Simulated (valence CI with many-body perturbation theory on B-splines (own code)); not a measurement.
Results of a calculation; reference values are marked as such.
Hyperfine factors and g values of Ag⁴¹⁺

Method: valence CI with perturbative core correlation (CI+MBPT): four valence electrons over a frozen Dirac-Fock core [He], radial functions for each j: 11 s, 11 p, 10 d, 8 f, 5 g, 2 h, with the one-electron correlation potential Σ1, the two-electron term Σ2, the three-electron term Σ3, Breit, model QED; selected CI, second order for the rest, scaled by the run's own slope (own B-spline code, finite nucleus).

The last digits are not significant, and no measured levels were compared; by estimate large intervals hold to a few tenths of a per cent, small ones and those within an open d or f shell to about a per cent. Among the levels kept, up to 760 cm⁻¹ of a level comes from second order outside the variational space, and about a tenth of that is noise between levels of different J, which matters for small intervals.

A/g_I is the dipole constant over the nuclear g factor μ/I (μ in nuclear magnetons, uniformly magnetised nucleus), B/Q the quadrupole constant per barn. Both hold the static response of the core; the bare values leave it out. Large factors of s and p1/2 electrons are usually good to 5 to 10 %; those of open d and f shells near neutrality can be off by tens of per cent, and small factors of p3/2, d and f electrons come from cancelling terms and can be off by a factor of two or in sign, in half-filled shells by more. B is blank for J = 1/2, where it vanishes, and for nearly pure S terms. Energies count from the lowest level. Levels with J = 0 are left out.

Levels are named by their leading jj configuration (3d3/2^4 stands for four electrons in 3d with j = 3/2), which in mixed levels can hold well under half, so a name can repeat and another be missing. Letters in brackets count levels of one name in rising energy.

```
                     Level  E (eV)      g  A/g_I (MHz)  A/g_I bare  B/Q (MHz/b)  B/Q bare
    (2s^2 2p1/2 2p3/2) J=1   175.4  1.488       -56900      -47300       184000    184000
    (2s^2 2p1/2 2p3/2) J=2   189.3  1.183       439000      442000       292000    292000
    (2s 2p1/2^2 2p3/2) J=2   326.2  1.636      1040000     1030000       281000    281000
        (2s^2 2p3/2^2) J=2   374.8  1.289       202000      207000        74100     74200
    (2s 2p1/2^2 2p3/2) J=1   379.3  1.041      -639000     -618000       265000    266000
(2s 2p1/2 2p3/2^2) J=2 [a]   492.7  1.512       789000      785000       206000    206000
    (2s 2p1/2 2p3/2^2) J=3   522.2  1.319       951000      945000         -914      -936
(2s 2p1/2 2p3/2^2) J=1 [a]   564.1  1.281      -143000     -129000      -261000   -262000
(2s 2p1/2 2p3/2^2) J=2 [b]   574.1  1.093        10200       21700      -141000   -141000
(2s 2p1/2 2p3/2^2) J=1 [b]   578.8  1.399      1570000     1550000       104000    105000
          (2s 2p3/2^3) J=2   731.1  1.372      1080000     1070000      -350000   -351000
     (2p1/2^2 2p3/2^2) J=2   740.5  1.347       177000      189000        63800     63900
          (2s 2p3/2^3) J=1   778.9  1.224      -669000     -643000      -106000   -107000
       (2p1/2 2p3/2^3) J=1   923.7  1.488       -73200      -56100      -181000   -182000
       (2p1/2 2p3/2^3) J=2   938.6  1.125       443000      447000      -428000   -429000
       (2s^2 2p1/2 3s) J=1  3684.4  1.330      1140000     1130000       -11100    -11100
    (2s^2 2p1/2 3p1/2) J=1  3729.0  0.658       782000      776000        -2530     -2530
    (2s^2 2p1/2 3p3/2) J=1  3789.2  1.545       113000      112000        51900     52000
    (2s^2 2p1/2 3p3/2) J=2  3794.5  1.164       345000      344000        94100     94300
       (2s 2p1/2^2 3s) J=1  3822.4  2.091      1960000     1930000        -3890     -3900
    (2s^2 2p1/2 3d3/2) J=2  3834.3  0.756       329000      327000        25800     26000
    (2s^2 2p1/2 3d3/2) J=1  3849.3  0.866       -57400      -58100         7340      7450
    (2s^2 2p1/2 3d5/2) J=2  3857.8  1.289      -148000     -146000        35100     35400
    (2s^2 2p1/2 3d5/2) J=3  3860.8  1.109       212000      210000         8580      8870
    (2s 2p1/2^2 3p1/2) J=1  3870.2  1.435      1670000     1650000         -659      -644
       (2s^2 2p3/2 3s) J=2  3877.3  1.476       390000      391000       352000    353000
       (2s^2 2p3/2 3s) J=1  3881.8  1.153        32700       42400       190000    191000
    (2s 2p1/2^2 3p3/2) J=2  3930.1  1.566       908000      899000        94700     94900
    (2s^2 2p3/2 3p1/2) J=1  3932.2  1.440       172000      180000       183000    183000
    (2s 2p1/2^2 3p3/2) J=1  3934.5  1.074      -787000     -774000        49600     49600
    (2s^2 2p3/2 3p1/2) J=2  3934.9  1.188       244000      247000       345000    345000
```

Q: Take the isotope of mass number 107, with I = 1/2, μ = -0.11352 μN. What is the hyperfine structure of (2s^2 2p1/2 2p3/2) J=2?

A: From the table A = -99800 MHz. Shifts from the centre of gravity in MHz: F = 3/2: 150000, F = 5/2: -99800.
